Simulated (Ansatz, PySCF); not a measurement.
Reaction (SMILES): [SiH3][SiH2]Cl → [SiH2][SiH2]Cl + H atom (the H-Si bond at the site shown breaks; other sites are not compared here)
Geometries: B3LYP-D3(BJ)/def2-TZVP minima from Ansatz (a first-principles code), one conformer each, not searched for the lowest.

Wanted: bond dissociation energy (enthalpy at 298 K, with B3LYP-D3(BJ) rigid-rotor harmonic-oscillator terms from PySCF), in kJ/mol. Cores are frozen in the correlated levels unless marked. UHF or UKS for open shells. Spin-orbit coupling is left out. Non-relativistic. CBS(X,Y): correlation extrapolated as X^-3; Hartree-Fock from the larger set.

| level | program | bond dissociation energy (kJ/mol) |
|---|---|---|
| B3LYP-D4/def2-TZVPD | Ansatz + dftd4 | 366.8 |
| PBE0/def2-SVP | Ansatz | 351.5 |
| r2SCAN0/def2-TZVPD | Ansatz | 354.2 |
| LC-wPBE-D3(BJ)/def2-TZVPD | Ansatz + dftd3 | 356.0 |
| B2PLYP-D3(BJ)/def2-TZVPD | Ansatz + dftd3 | ? |
| SCS-MP2/cc-pV(T+d)Z | Ansatz | 370.5 |
| SCS-MP2/aug-cc-pV(Q+d)Z | Ansatz | 377.2 |
| CCSD/STO-3G | Ansatz | 463.3 |
| CCSD/aug-cc-pV(T+d)Z | Ansatz | ? |
| CCSD/aug-cc-pV(Q+d)Z | Ansatz | 370.4 |
| CCSD(T)/CBS(aug-cc-pV(T+d)Z,aug-cc-pV(Q+d)Z) | Ansatz | ? |

Task: Fill in the missing entries.

Result: 
- B2PLYP-D3(BJ)/def2-TZVPD, bond dissociation energy (kJ/mol): 364.3
- CCSD/aug-cc-pV(T+d)Z, bond dissociation energy (kJ/mol): 367.1
- CCSD(T)/CBS(aug-cc-pV(T+d)Z,aug-cc-pV(Q+d)Z), bond dissociation energy (kJ/mol): 372.8
